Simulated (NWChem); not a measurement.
Species: SnSiH$_{4}$O, singlet; SMILES [OH][Sn][SiH3]

```xyz
7

Sn     0.3291     0.5882     0.0000
O     -1.6440     0.9413    -0.0002
H     -2.2081     0.1589     0.0025
Si    -0.0427    -2.0855     0.0001
H      1.2033    -2.9190     0.0279
H     -0.8255    -2.4930    -1.2171
H     -0.8770    -2.4883     1.1842
```
Atoms are numbered in this order, from 1.

All runs: NWChem. Low-valent species are run as closed-shell singlets; no triplet was tried in these runs. Structure relaxed at the PBE0/def2-SVP level. Not confirmed as a minimum by frequencies. def2 effective core potentials on Sn; no spin-orbit coupling. Ions are spin-unrestricted doublets at the neutral geometry; other ion states weren't tried.

### Question
What does the run give for PBE/def2-SVP? Quantities: vertical ionisation energy, ΔSCF (eV); −ε(HOMO) (eV).

### Answer
* **vertical ionisation energy, ΔSCF (eV)**: 8.20
* **−ε(HOMO) (eV)**: 5.37
